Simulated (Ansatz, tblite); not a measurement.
M(CO)H with several metals: vertical EA (eV) at several levels, gas phase, relaxed structures; Ansatz, xTB through tblite. Core potentials for Ag, Au in the def2 sets, no spin–orbit coupling. Raw xTB energies of ions are shifted by several eV. A negative affinity means that the extra electron isn't bound at that geometry and level; within about 0.2 eV of zero the sign isn't settled. Names give formal oxidation states. The structures are stationary points that may keep the symmetry of their start. Correlated methods freeze inner cores and use unrestricted references for open shells. Remarks come from the PBE and PBE0 runs and from stability tests at other levels; not every state was tested. A HOMO above zero means that the electron is unbound at that level and held by the basis, or that self-interaction error raises the level; the energy of removing that electron tells which. HOMO above LUMO (over both spins in singlets and doublets, within one spin in higher multiplets; at PBE or PBE0), or a gap under 0.15 eV within one spin, warns that the state may not be the lowest or that an electron is smeared out.

| species | state | geometry | GFN1-xTB | PBE-D4/def2-TZVPD | r2SCAN-D4/def2-TZVPD | PBE0-D4/def2-TZVPD | CCSD(T)/def2-TZVPD | remarks |
| --- | --- | --- | --- | --- | --- | --- | --- | --- |
| Au(CO)H (CHAuO) | singlet to doublet | PBE0-D4/def2-TZVP | 4.81 | 0.14 | 0.18 | 0.15 | -0.18 | HOMO above zero (-1 doublet), gap within one spin near zero at PBE or PBE0 (-1 doublet) |
| Ag(CO)H (CHAgO) | singlet to doublet | PBE0-D4/def2-TZVP | 4.52 | 0.24 | 0.27 | 0.23 | -0.14 | HOMO above zero (-1 doublet) |
| Cu(CO)H (CHCuO) | singlet to doublet | PBE0-D4/def2-TZVP | 5.58 | 0.29 | 0.32 | 0.29 | -0.04 | HOMO above zero (-1 doublet) |

Over the 3 species that have every level, the mean is 4.97 at GFN1-xTB, 0.22 at PBE-D4/def2-TZVPD, 0.26 at r2SCAN-D4/def2-TZVPD, 0.22 at PBE0-D4/def2-TZVPD, -0.12 at CCSD(T)/def2-TZVPD. The mean absolute difference from CCSD(T)/def2-TZVPD, which is a yardstick and not exact, is 5.09 for GFN1-xTB, 0.34 for PBE-D4/def2-TZVPD, 0.38 for r2SCAN-D4/def2-TZVPD, 0.34 for PBE0-D4/def2-TZVPD (levels in sets of like size).
